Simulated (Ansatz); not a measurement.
Ansatz (a program for electronic structure) input (B2GP-PLYP/def2-TZVPD):

Ansatz 0.2 input:
```yaml
crystal:
  periodic: [false, false, false]
  atoms:
    - {symbol: Ti, position_ang: [0.14789685, 0.00787169, -0.02023071]}
    - {symbol: H, position_ang: [-0.14811705, -0.48549481, 1.56461960]}
    - {symbol: H, position_ang: [-1.55716139, 0.55491103, -0.43645310]}
    - {symbol: H, position_ang: [-1.54845231, -0.24259329, -0.68309084]}
basis:
  gaussian:
    orbitals: def2-TZVPD
hamiltonian:
  xc: {name: B2GP-PLYP}
total_charge: 1
magnetization: {spin_polarized: false}
correlation: {electrons: outside_noble_gas}
```

Output:

```
Functional definition: B2GP-PLYP
integrals: 0.03 GiB planned
659 factors; integrals over basis functions are off by at most 9.2e-4 eV
mean field: 0.20 GiB planned
mean field evaluation 1: about -23140.8420 eV, gradient 2.4e1 eV
mean field evaluation 2: about -23140.8413 eV, gradient 2.4e1 eV
mean field evaluation 4: about -23142.0518 eV, gradient 3.5e0 eV
mean field evaluation 8: about -23142.0857 eV, gradient 1.7e-1 eV
mean field evaluation 16: about -23142.0892 eV, gradient 4.9e-3 eV
mean field evaluation 32: about -23141.2627 eV, gradient 9.4e0 eV
mean field -23142.08924817 eV, -850.4560935987 hartree, gradient 9.4e-6 eV, S^2 0.000000; 6 other end points of the search recorded, 0 dependent functions left out; unrestricted orbitals would lower it
9 core orbitals not correlated
reference -23142.08935329 eV, -850.4560974619 hartree; 3, 3 occupied and 63, 63 virtual orbitals, 659 factors
second order -3.24331774 eV of doubles, -0.00000000 eV of singles
Total energy: -23143.25694768 eV, -850.4990057642 hartree
```

The spin state was set by rule; other spins were not relaxed.
